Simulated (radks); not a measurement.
Values are calculated unless marked as measured or tabulated.
Effect of the nuclear size on neutral aluminium, [Ne] 3s2 3p1. Level of theory: Dirac Kohn-Sham, LDA (Slater exchange, Perdew-Wang correlation), spin-unpolarised, spherical densities, finite nucleus; open shells are shared between the two j in proportion to 2j + 1; Fermi nuclear charge, rms radius 3.061 fm (a radial shooting solver on a logarithmic mesh with Libxc functionals). The rms radius is varied about that value; shifts are against it.

[
 {"rms radius (fm)": "2.6814", "total energy shift (eV)": "-0.000857", "density at nucleus (e/bohr^3)": "1490", "1s1/2 shift (meV)": "-0.357"},
 {"rms radius (fm)": "2.7671", "total energy shift (eV)": "-0.000673", "density at nucleus (e/bohr^3)": "1490", "1s1/2 shift (meV)": "-0.280"},
 {"rms radius (fm)": "3.061", "total energy shift (eV)": "0", "density at nucleus (e/bohr^3)": "1488", "1s1/2 shift (meV)": "0.000"},
 {"rms radius (fm)": "3.1651", "total energy shift (eV)": "0.000254", "density at nucleus (e/bohr^3)": "1487", "1s1/2 shift (meV)": "0.106"},
 {"rms radius (fm)": "3.4773", "total energy shift (eV)": "0.00107", "density at nucleus (e/bohr^3)": "1486", "1s1/2 shift (meV)": "0.444"}
]

Slopes of the eigenvalues against <r^2> in GHz/fm^2, as finite differences over the two radii next to the reference (eigenvalue slopes, not the field-shift constants of lines): 1s1/2 39.5.
